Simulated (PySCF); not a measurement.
**Relaxation of singlet AsS₂⁺**

All numbers come from PBE0 in PySCF with As def2-TZVP, S def2-TZVP; no relativity; density-fitted integrals. A (50,194) grid was used.

A hand-made linear start, of D∞h symmetry, held to at least that symmetry:

```xyz
3
charge 1 multiplicity 1, angstrom
As    0.0000    0.0000    0.0000
S     0.0000    0.0000    2.0384
S     0.0000    0.0000   -2.0384
```

Problem. What forces act on the atoms at the start (eV/Å)?

Solution. 
```tsv
atom	Fx	Fy	Fz
As1	0.00	0.00	0.00
S2	0.00	0.00	-2.32
S3	0.00	0.00	2.32
```

Problem. What does it relax to?

Solution. It ends at D∞h with As–S 1.953 Å (×2); S–As–S 180.0°. A frequency run shows a minimum. Other isomers or separated fragments may lie lower.

Problem. How much energy is released, and in how many steps?

Solution. 20.7 kJ/mol in 3 steps.

The relaxation took about 22 core-seconds on a shared host.
